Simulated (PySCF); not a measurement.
Ga (SMILES [Ga+]), charge +1, singlet. Base run: SVWN5/aug-cc-pVDZ run with PySCF.

Here is a job for PySCF.
```python
from pyscf import gto, scf, dft

mol = gto.Mole()
mol.atom = '''
    Ga    0.00000000    0.00000000    0.00000000
'''
mol.basis = 'aug-cc-pvdz'
mol.charge = 1
mol.verbose = 4
mol.build()

mf = dft.RKS(mol)
mf.xc = 'lda,vwn'
mf.kernel()
mf.analyze()
```

Variants of this job, named by their change:

```csv
change,ΔE vs base (mEh),SCF cycles
base,0.000,6
conv_tol = 1e-6,0.000,5
init_guess = sap,0.000,5
diis_space = 4,0.000,6
diis = off; damp = 0.6 (with mf.diis_start_cycle = 200; with mf.max_cycle = 150),0.000,16
solver = newton; init_guess = 1e,0.000,-
init_guess = vsap,0.000,5
conv_tol = 1e-4,0.000,4
init_guess = huckel,0.000,5
conv_tol = 1e-12,0.000,6
conv_tol = 1e-11,0.000,6
level_shift = 0.1 (with mf.max_cycle = 100),0.000,7
solver = newton,0.000,-
```
